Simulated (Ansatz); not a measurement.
Two members of one family (InH3 adduct), computed with Ansatz in the gas phase; def2 core potentials for In, no spin–orbit coupling. The two geometries come from different levels. Binding counts from free atoms in the multiplicity of their measured ground term, without zero-point energy. The structures are stationary points that may keep the symmetry of their start.

First: In(CO)H3 (singlet, charge 0, PBE-D4/def2-TZVP geometry).

Cartesian coordinates in Å:
```
In -0.727 0.190 0.629
C 1.152 -0.293 -0.983
O 1.985 -0.522 -1.719
H -1.737 0.867 -0.614
H 0.233 1.241 1.624
H -0.907 -1.483 1.063
```

```json
{"level": "PBE-D4/def2-TZVP", "HOMO (eV)": "-6.80", "LUMO (eV)": "-3.11", "gap (eV)": "3.68", "binding per atom (eV)": "3.21"}
{"level": "revPBE-D4/def2-TZVP", "HOMO (eV)": "-6.75", "LUMO (eV)": "-3.02", "gap (eV)": "3.73", "binding per atom (eV)": "3.12"}
{"level": "B97M-V/def2-TZVP", "HOMO (eV)": "-7.15", "LUMO (eV)": "-2.85", "gap (eV)": "4.31", "binding per atom (eV)": "3.21"}
{"level": "PBE0-D4/def2-SVP", "HOMO (eV)": "-7.88", "LUMO (eV)": "-1.91", "gap (eV)": "5.97", "binding per atom (eV)": "3.13"}
{"level": "PBE0-D4/def2-TZVP", "HOMO (eV)": "-7.94", "LUMO (eV)": "-1.97", "gap (eV)": "5.97", "binding per atom (eV)": "3.12"}
```

Second: In(H2S)H3 (singlet, charge 0, r2SCAN-D4/def2-TZVP geometry).

```xyz
7

In    0.8457    0.8418   -0.2763
S    -0.6729   -1.5189    0.2053
H    -1.1370   -1.1055    1.3968
H    -1.7671   -1.0726   -0.4349
H     2.0681    0.4357    0.8723
H    -0.4201    1.9260    0.1873
H     1.0833    0.4935   -1.9505
```

What does the change do? Estimate second minus first.


```tsv
level	Δ HOMO (eV)	Δ LUMO (eV)	Δ gap (eV)	Δ binding per atom (eV)
PBE-D4/def2-TZVP	0.35	1.66	1.31	-0.98
revPBE-D4/def2-TZVP	0.34	1.62	1.28	-0.93
B97M-V/def2-TZVP	0.33	1.56	1.23	-0.89
PBE0-D4/def2-SVP	0.31	1.43	1.12	-0.92
PBE0-D4/def2-TZVP	0.31	1.29	0.98	-0.89
```
